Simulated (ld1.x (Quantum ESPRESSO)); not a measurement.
## An all-electron radial function and its pseudo partner (rhodium (Rh))

Columns: radius, all-electron u(r) and pseudo u(r) of the 4d shell (level -5.95 eV) of rhodium in the configuration [Kr] 4d8 5s1 5p0; Wu–Cohen, scalar-relativistic, PAW scheme, ld1.x (Quantum ESPRESSO) 7.5.

```tsv
r (bohr)	all-electron	pseudo
0.158	0.3313	-0.0025
0.315	0.3405	-0.0192
0.473	-0.0226	-0.0607
0.630	-0.3937	-0.1304
0.788	-0.6520	-0.2254
0.945	-0.7888	-0.3340
1.102	-0.8363	-0.4421
1.260	-0.8278	-0.5352
1.418	-0.7877	-0.6001
1.575	-0.7327	-0.6303
1.732	-0.6720	-0.6269
1.890	-0.6105	-0.5963
2.047	-0.5519	-0.5496
2.205	-0.4969	-0.4969
2.362	-0.4467	-0.4467
2.520	-0.4007	-0.4007
2.678	-0.3591	-0.3591
2.835	-0.3218	-0.3218
2.992	-0.2883	-0.2883
3.150	-0.2580	-0.2580
3.308	-0.2308	-0.2308
3.465	-0.2065	-0.2065
3.622	-0.1848	-0.1848
3.780	-0.1651	-0.1651
3.938	-0.1476	-0.1476
4.095	-0.1320	-0.1320
```

How many radial nodes do the two functions have?

The all-electron 4d function has n − l − 1 = 1; the pseudo-wave has 0, since the states of the same l below it are removed with the core.

At about which radius was the pseudo-wave matched?

2.40 bohr. The columns agree to 0.0005 from 2.21 bohr on; several derivatives are matched, so the curves merge somewhat inside the radius.

Is the pseudo-wave norm-conserving?

No, it belongs to a PAW set: the norm inside the radius is not constrained, and the difference is carried by the augmentation charge.
